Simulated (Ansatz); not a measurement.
C₂H₈O₂Sn, singlet, at a GFN2-xTB geometry (such geometries of metal compounds can be far from the true shape) (all electrons, no relativity), with bond 7-1 at 1.8 times its length; SC-NEVPT2/STO-3G, CASSCF(6,6) run with Ansatz (a program for electronic structure).

Input for Ansatz:
Ansatz 0.2 input:
```yaml
crystal:
  periodic: [false, false, false]
  atoms:
    - {symbol: C, position_ang: [-1.91343604, -1.09990514, 0.00560061]}
    - {symbol: Sn, position_ang: [-0.00032968, -0.04031400, -0.00234853]}
    - {symbol: C, position_ang: [1.89192099, -1.13640230, 0.01377738]}
    - {symbol: O, position_ang: [0.00916943, 1.35057688, 1.43012087]}
    - {symbol: O, position_ang: [0.01565179, 1.15435390, -1.56099302]}
    - {symbol: H, position_ang: [-2.69361324, -0.40011709, 0.28347014]}
    - {symbol: H, position_ang: [-1.86807525, -2.58153127, 1.27387838]}
    - {symbol: H, position_ang: [-2.10212546, -1.47702071, -0.99153666]}
    - {symbol: H, position_ang: [2.68021091, -0.45919254, 0.32293247]}
    - {symbol: H, position_ang: [2.09116048, -1.49196418, -0.98925544]}
    - {symbol: H, position_ang: [1.83829216, -1.97632810, 0.69662775]}
    - {symbol: H, position_ang: [-0.00141913, 1.04271403, 2.33325708]}
    - {symbol: H, position_ang: [0.02273413, 2.07903760, -1.31755937]}
basis:
  gaussian:
    orbitals: STO-3G
magnetization: {spin_polarized: false}
correlation: {method: sc_nevpt2, electrons: all, active_space: {window: {electrons: 6, orbitals: 6}}}
```

What the program printed (banner, timings and long lists left out):

```
Functional definition: HF
759 factors; integrals over basis functions are off by at most 3.7e-5 eV
mean field evaluation 1: about -168441.8483 eV, gradient 3.1e1 eV
mean field evaluation 2: about -168441.9525 eV, gradient 3.1e1 eV
mean field evaluation 4: about -168445.7457 eV, gradient 2.7e0 eV
mean field evaluation 8: about -168445.7776 eV, gradient 1.9e-4 eV
mean field -168445.77764751 eV, -6190.2681518970 hartree, gradient 4.2e-6 eV, S^2 0.000000; 0 other end points of the search recorded, 0 dependent functions left out; unrestricted orbitals would lower it
reference -168445.77764751 eV, -6190.2681518970 hartree; 43, 43 occupied and 12, 12 virtual orbitals, 759 factors
state -168449.03111482 eV, -6190.3877146154 hartree
state -168449.03111482 eV, -6190.3877146154 hartree; corrected -168453.67350691 eV, -6190.5583193780 hartree
state -168448.91907437 eV, -6190.3835972047 hartree
state -168448.91907437 eV, -6190.3835972047 hartree; corrected -168453.65845097 eV, -6190.5577660823 hartree
state -168449.03111482 eV, -6190.3877146154 hartree; corrected -168453.67350691 eV, -6190.5583193780 hartree
Total energy: -168453.67350691 eV, -6190.5583193780 hartree
```
